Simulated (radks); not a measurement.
Results of a calculation; reference values are marked as such.
Problem. All-electron atom: Lu I in [Xe] 4f14 6s2 7s1 (not the ground configuration). Level of theory: Dirac Kohn-Sham, PBEsol, spin-unpolarised, spherical densities, point nucleus (a radial shooting solver on a logarithmic mesh with Libxc functionals). Some entries of the table are withheld. Estimate them.

| orbital | occ. | eigenvalue (Ry) | <1/r> (bohr^-1) | <r^2> (bohr^2) |
|---|---|---|---|---|
| 1s1/2 | 2 | -4641.134 | 82.22 | 0.0005122 |
| 2s1/2 | 2 | -789.8914 | 19.89 | (1) |
| 2p1/2 | 2 | -753.9422 | 19.85 | 0.005643 |
| 2p3/2 | 4 | -671.8475 | 16.96 | 0.006852 |
| 3s1/2 | 2 | -179.2900 | 7.291 | 0.05162 |
| 3p1/2 | 2 | -163.3955 | 7.206 | 0.04755 |
| 3p3/2 | 4 | -145.8872 | 6.461 | 0.05427 |
| 3d3/2 | 4 | -118.9131 | 6.352 | 0.04237 |
| 3d5/2 | 6 | -115.0896 | 6.172 | 0.04422 |
| 4s1/2 | 2 | -35.99084 | 3.054 | 0.2583 |
| 4p1/2 | 2 | -29.52332 | 2.944 | 0.2682 |
| 4p3/2 | 4 | -25.53423 | 2.683 | 0.3054 |
| 4d3/2 | 4 | -14.90486 | 2.462 | 0.3402 |
| 4d5/2 | 6 | -14.17682 | 2.398 | 0.3548 |
| 5s1/2 | 2 | -4.88900 | 1.145 | 1.540 |
| 5p1/2 | 2 | -3.09431 | 1.011 | 1.948 |
| 5p3/2 | 4 | -2.58056 | 0.9198 | 2.294 |
| 4f5/2 | 6 | -1.17428 | 1.846 | 0.6726 |
| 4f7/2 | 8 | -1.06218 | 1.814 | 0.7063 |
| 6s1/2 | 2 | (2) | 0.3832 | 12.27 |
| 7s1/2 | 1 | -0.10285 | 0.1354 | 90.78 |

Solution. 
(1) 2s1/2 <r^2> (bohr^2): 0.007863
(2) 6s1/2 eigenvalue (Ry): -0.57634
